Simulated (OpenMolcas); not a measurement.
**Nb2+: moving or changing the point charges**

Nb2+ among 6 point charges of -1.7 e arranged as an octahedron (Oh), 2.26 Å from the ion.

```yaml
Program: OpenMolcas
Method: CASSCF
Basis: ANO-RCC-VDZP [6s5p3d1f]
Scalar_Hamiltonian: DKH2, point nucleus
Active_space: 3 electrons in 5 orbitals (4d)
State_averaging: 2S+1 = 4 even, 10 roots; 2S+1 = 2 even, 40 roots
Spin-orbit_coupling: state interaction with AMFI integrals over the reference wave functions
```

Runs around this geometry, states (labels of O, the rotations of Oh). Energies in cm-1 above the lowest state or level, χT in cm3 K/mol.

```csv
R (Å),q (e),Ground state,First state of that spin,First gap with spin-orbit (degeneracies),χT at 300 K,First state of another spin
2.26,-1.1,4A2,4T2 7834,"7686 (4, 2)",1.609,2E 12237
2.26,-1.7,4A2,4T2 11955,"11300 (4, 4)",1.710,2E 11830
2.45,-1.7,4A2,4T2 8447,"8300 (4, 2)",1.629,2E 12160
```

Taking the first state of the same spin as R^-n, n = -ln(8447 / 11955) / ln(2.45 / 2.26) = 4.3 between the shortest and longest distance.

Scaling the charges by -1.1 / -1.7 = 0.65 scales the first state of the same spin by 7834 / 11955 = 0.66; with fixed orbitals a first-order splitting would follow the charge.

Without dynamic correlation the repulsion within the d shell is too large (B by tens of per cent), so at a given field states of lower spin stand too high. Point charges carry no covalency, so the field is a model and not that of real ligands. No measured value stands beside these numbers.
